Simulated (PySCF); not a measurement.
# Working out the excitation energy of B

B [He] 2s2 2p1 (2P) → B [He] 2s1 2p2 (4P). Calculation: PySCF 2.14, in x2c-TZVPPall; the spin-free X2C one-electron Hamiltonian (Gaussian nucleus). Frozen: nothing. Energies in hartree (1 hartree = 27.21139 eV):

| part | B (lower) | B (upper) |
| --- | --- | --- |
| UHF | -24.539064 | -24.458440 |
| CCSD correlation | -0.080121 | -0.032290 |
| (T) | -0.001492 | -0.000124 |

What does Hartree-Fock give?

(-24.458440) − (-24.539064) = 0.080624 hartree = 2.194 eV.

What do CCSD and CCSD(T) give?

The CCSD correlation energies differ by 0.047831 hartree = 1.302 eV and the triples by 0.001368 hartree = 0.037 eV, so CCSD gives 3.496 eV and CCSD(T) 3.533 eV.
